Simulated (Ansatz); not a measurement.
Calculated with Ansatz (gas phase, PBE0-D4/def2-TZVP geometries, no zero-point term in ΔE). CCSD(T)/CBS is the MP2 limit (def2-TZVPP, def2-QZVPP) plus CCSD(T) − MP2 in def2-TZVPP, frozen cores. This one scheme is used for every species. Functionals use def2-TZVPP. For Zn outer-core shells are correlated without core-valence functions, which leaves a few kJ/mol of doubt a bond. Scalar relativity is left out up to krypton. Each species was taken in one conformer, which may not be the lowest.

Consider the ligand exchange at a Zn–O bond: `[OH][Zn][SiH3]` + HCl → `[SiH3][Zn][Cl]` + H₂O.

```json
{"level": "LDA (SPW92)", "ΔE (kJ/mol)": "-88.6"}
{"level": "r2SCAN-D4", "ΔE (kJ/mol)": "-97.2"}
{"level": "r2SCAN0-D4", "ΔE (kJ/mol)": "-106.1"}
{"level": "MP2/def2-SVP", "ΔE (kJ/mol)": "-95.8"}
```

Question: What does CCSD(T)/CBS give? (Estimate.)

Answer: Computed: -100.8 kJ/mol. The listed levels differ from it by 12.2, 3.6, -5.3, 5.0 kJ/mol.

Largest T1 diagnostic among the species: 0.016.

Leaving LDA and LC-ωPBE aside and taking each functional with its dispersion term where it has one, the values, not all of them listed here, spread over 20.0 kJ/mol, from BHLYP-D4 to BLYP-D4. LDA lies +3.6 kJ/mol from PBE without D4. From BLYP to BHLYP (50 % exact exchange), in def2-TZVPP and without D4, ΔE moves by −19.4 kJ/mol. At CCSD(T), def2-SVP lies +5.2 kJ/mol from the extrapolated value and def2-TZVPP +6.3 kJ/mol.
